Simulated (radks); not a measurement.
Question: These are the eigenvalues of the occupied orbitals of an atom or ion with whole-number occupations (hartree). Calculated with a radial shooting solver on a logarithmic mesh with Libxc functionals: Dirac Kohn-Sham, LDA (Slater exchange, Perdew-Wang correlation), spin-unpolarised, spherical densities, finite nucleus; Fermi nuclear charge, rms radius of each element as measured or else 0.836 A^(1/3) + 0.57 fm.

orbital  eigenvalue
1s1/2     -77.75264
2s1/2      -7.77381
2p1/2      -6.01440
2p3/2      -5.98046
3s1/2      -1.68096

Which element is it, and in what charge state? The configuration may be excited. Open shells, if any, fill j = l - 1/2 first.

Answer: Z = 15, phosphorus, charge +3: P3+ in [Ne] 3s2. The list shows which subshells hold electrons but not how many an open one holds; the 1s level, -77.753 hartree, gives Z - s = 12.5 by -(Z - s)^2/2, which with screening and relativity narrows Z to a few neighbours, and the depths of the outer levels then fix element, charge and occupations together.
